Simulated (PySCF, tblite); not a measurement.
A set of runs on `COC1(C=C1)B[AsH2]`; the geometry of each is named by its level. Settings lines and outputs come from a driver script.

C₄H₈AsBO.
Numbering: `[CH3:1][O:2][C:3]1([BH:4][AsH2:5])[CH:6]=[CH:7]1` (hydrogens: H8, H9, H10 on C1; H11 on B4; H12, H13 on As5; H14 on C6; H15 on C7)

Step 1: GFN2-xTB geometry optimisation, gas phase (tblite 0.8.0) (from a force-field or distance-geometry start)
```json
{"job": {"kind": "relax", "xc": "GFN2-xTB", "basis": "xTB"}, "charge": 0, "multiplicity": 1}
```
```
step      E/eV     max force
  0    -547.22462    3.161
  1    -547.58384    2.821
  2    -548.03756    2.469
...
106    -549.17897    0.017
107    -549.17901    0.021
108    -549.17904    0.022
109    -549.17907    0.011
110    -549.17909    0.008
```

Energy lowered by 45.1 kcal/mol over 110 steps; largest atomic force 0.008 eV/Å at the end. «max force» is the largest atomic force in eV/Å.

The run took 2.4 s wall, 2.1 s CPU on an AMD EPYC with one thread, shared host.

Step 2: GFN2-xTB harmonic vibrations, gas phase (tblite 0.8.0) (on the GFN2-xTB geometry)
```json
{"job": {"kind": "ir", "xc": "GFN2-xTB", "basis": "xTB"}, "charge": 0, "multiplicity": 1}
```
```
(table of modes left out)
```

39 modes from 50 to 3258 cm⁻¹ (unscaled, harmonic); zero-point energy 64.5 kcal/mol; all wavenumbers are real at this level.

On an AMD EPYC with one thread, on a shared host, this took 1.4 s of wall time.

Step 3: TDDFT CAM-B3LYP/def2-SVPD, vertical, gas phase, core orbitals frozen in the response (PySCF 2.14.0, density-fitted response routines) (on the GFN2-xTB geometry)
```json
{"job": {"kind": "uv", "xc": "CAM-B3LYP", "basis": "def2-SVPD", "nstates": 8, "ntriplets": 3}, "charge": 0, "multiplicity": 1}
```
```
...
Static polarisability (au): isotropic 95.109, principal 78.836 89.693 116.798
Singlet excitations
state   eV       nm        f      main configurations
  1   4.4848    276.5   0.03959   H->L 0.76, H-1->L 0.11
  2   4.9562    250.2   0.01914   H-1->L 0.78, H->L 0.13
  3   5.6208    220.6   0.07776   H-2->L 0.85
  4   5.9804    207.3   0.01866   H-3->L 0.58, H->L+1 0.09, H-3->L+1 0.09
  5   6.3203    196.2   0.00670   H-1->L+1 0.55, H-4->L 0.21
  6   6.3918    194.0   0.03895   H-4->L 0.57, H-1->L+1 0.24
  7   6.5757    188.5   0.07296   H->L+1 0.52, H->L+2 0.17, H-3->L 0.10
  8   6.6910    185.3   0.08107   H->L+3 0.33, H->L+5 0.25, H->L+4 0.20
Triplet excitations (Tamm-Dancoff, eV): 3.8271 4.3831 4.7119
```

HOMO -8.33 eV, LUMO -0.46 eV; lowest singlet 4.48 eV; lowest triplet 3.83 eV (Tamm–Dancoff); mean polarisability 95.1 au.

Time: 2.2 min wall, 1.8 min CPU; peak memory 1.0 GiB. Hardware: AMD EPYC, one thread, no GPU, shared host with 64 logical CPUs at a one-minute load of 57.

Geometry of the electronic-property runs (GFN2-xTB):
```
atom  x, y, z in Å
C1    -1.5353   -1.0578   -0.5579
O2    -0.4882   -0.2531   -1.0265
C3     0.0385    0.6248   -0.0264
B4     1.2332    0.1133    0.7920
As5    1.8834   -1.7464    0.4889
C6    -0.1521    2.1019   -0.3677
C7    -0.9582    1.6489    0.5304
H8    -1.8569   -1.6757   -1.3943
H9    -1.2042   -1.7082    0.2670
H10   -2.3803   -0.4494   -0.2105
H11    1.6541    0.8141    1.6359
H12    3.3400   -1.4148    0.6491
H13    1.9816   -1.6074   -0.9935
H14    0.2062    2.8594   -1.0180
H15   -1.7663    1.7584    1.2094
```

 (This holds for the electronic-property runs.)

One conformer stands for the species.
